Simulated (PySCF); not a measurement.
# Multinuclear NMR of C5H3F3O2

Geometry:
```tsv
atom	x (Å)	y (Å)	z (Å)
O1	-2.762	0.773	-0.032
C2	-1.582	0.158	-0.033
C3	-1.282	-1.173	-0.090
C4	0.130	-1.248	-0.058
C5	0.582	0.035	0.015
C6	1.958	0.593	0.076
F7	2.184	1.312	1.190
F8	2.872	-0.384	0.054
F9	2.239	1.412	-0.953
O10	-0.467	0.906	0.031
H11	-2.629	1.730	0.017
H12	-1.978	-1.981	-0.147
H13	0.732	-2.132	-0.087
```

[PySCF 2.14.0 with density-fitted response routines: GFN2-xTB geometry; NMR shieldings at PBE0/pcSseg-1/GIAO; no relativistic terms; no solvent model; a single conformation; rapidly exchanging positions averaged]

Question: Predict the ¹⁹F NMR data.

Answer: 
| atoms | environment | σ (ppm) | δ (ppm) |
| --- | --- | --- | --- |
| F7/F8/F9 | fluorine of a CF3 group | 250.1 | -65.0 |

Shieldings were converted by a linear fit to measured shifts: ¹⁹F (scatter 6.0 ppm rms, 7.0 ppm with the 5 outliers that the fit left out vs CFCl3, solution or neat liquid, with a term for F on sp3 carbon). A few per cent of atoms miss by over 2 rms, more outside the fitted compound classes.

On a 300 MHz spectrometer ¹⁹F resonates near 282.3 MHz, so 1 ppm is 282.3 Hz.

Question: Predict the ¹⁷O NMR data.

Answer: 
```tsv
atoms	environment	σ (ppm)	δ (ppm)
O10	aromatic ring oxygen	60.4	211.7
O1	phenol-type oxygen	223.3	63.3
```

Shieldings were converted by a linear fit to measured shifts: ¹⁷O (scatter 10.7 ppm rms, 12.2 ppm with the 3 outliers that the fit left out vs liquid water, solution or neat liquid). Occasional misses reach two or three times the rms, and more in compound classes unlike the fitted ones.

On a 300 MHz spectrometer ¹⁷O resonates near 40.7 MHz, so 1 ppm is 40.7 Hz.
